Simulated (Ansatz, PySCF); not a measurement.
F2Mg, charge -1, doublet, geometry from GFN2-xTB (such geometries of metal compounds can be far from the true shape) (a state made from the parent by changing its charge; the spin is typed, not shown lowest) (in this run its highest filled SCF level lies above zero, so its values depend strongly on the basis, on diffuse functions most of all). Base run: HF/cc-pVDZ (PySCF).

PySCF was given this input:
```python
from pyscf import gto, scf

mol = gto.M(
    atom='''
Mg    0.00000000    0.00000000    0.00000000
F     0.00000000    0.00000000    1.79816197
F    -0.00000000   -0.00000000   -1.79816197
''',
    basis='cc-pvdz',
    charge=-1,
    spin=1,
    verbose=4,
)

mf = scf.UHF(mol)
mf.kernel()
```

The same geometry, method and basis name were run in Ansatz (a quantum-chemistry and plane-wave program) and PySCF, at each program's defaults and at the settings that a row names. The base is PySCF at its defaults. Differences at the defaults can come from grids, fitting, cores and function types together.

```csv
code and settings,ΔE vs base (µEh),basis functions,E (Eh),SCF cycles
"PySCF, defaults (exact integrals, spherical functions)",0.0,46,-398.60519,10
"Ansatz, defaults (factorised integrals, spherical functions)",689,46,-398.60450,-
"PySCF, density fitting with def2-universal-jkfit",101,46,-398.60508,10
"Ansatz, high accuracy",680,46,-398.60451,-
```

Open shells are given as the SCF converged; they aren't shown to be the lowest states, and a large step between rows can be another state.
